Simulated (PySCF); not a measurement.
Gas-phase reaction: 4 GeH3 + 3 SiH4 + Si → 4 H3SiGeH3

Computed with PySCF and rigid-rotor harmonic-oscillator thermochemistry at 1 bar. † marks an energy on the PBE0/def2-TZVP geometry and frequencies; other levels use their own. CCSD(T) freezes the core. 6-31G* has spherical d functions here. Open shells (unrestricted): GeH3 (multiplicity 2), Si (multiplicity 3, electronic degeneracy 9); the rest are closed-shell singlets. Spin-orbit splitting is ignored; it lowers the true energy and changes the entropy of Si. B3LYP is the form with VWN-RPA correlation. Ge: all electrons, no relativistic terms. GeH3: computed as isolated molecules; such fragments, hydroxides, amides, oligomers or adducts are transient or little studied in the gas. CCSD(T) isn't extrapolated to the basis-set limit; its ΔH°(298 K) is -892.1 kJ in def2-SVP and -967.3 kJ in def2-TZVPP. The harmonic model lacks anharmonicity and excited electronic states, which grow with temperature; levels with a mode under 35 cm⁻¹ are left out. Internal rotation in H3SiGeH3 is treated as a harmonic vibration of one conformer, which makes the entropy rough.

ΔH° and ΔS° at 298 K: B3LYP/6-31G* -918 kJ, -530 J/K; B3LYP/def2-TZVP† -919 kJ, -531 J/K; BLYP/def2-TZVP† -892 kJ, -531 J/K; CCSD(T)/def2-SVP† -892 kJ, -531 J/K.

**Question.** With the heat capacities included, give log10 K (1 bar) at 500, 800, 1600, 1800, 2500 K from B3LYP/6-31G*, B3LYP/def2-TZVP†, BLYP/def2-TZVP†, CCSD(T)/def2-SVP†.

**Answer.** 
| T (K) | B3LYP/6-31G* | B3LYP/def2-TZVP† | BLYP/def2-TZVP† | CCSD(T)/def2-SVP† |
|---|---|---|---|---|
| 500 | 68.4 | 68.5 | 65.6 | 65.6 |
| 800 | 32.9 | 32.9 | 31.1 | 31.1 |
| 1600 | 4.0 | 4.0 | 3.2 | 3.2 |
| 1800 | 0.9 | 0.9 | 0.2 | 0.2 |
| 2500 | -5.8 | -5.8 | -6.4 | -6.4 |
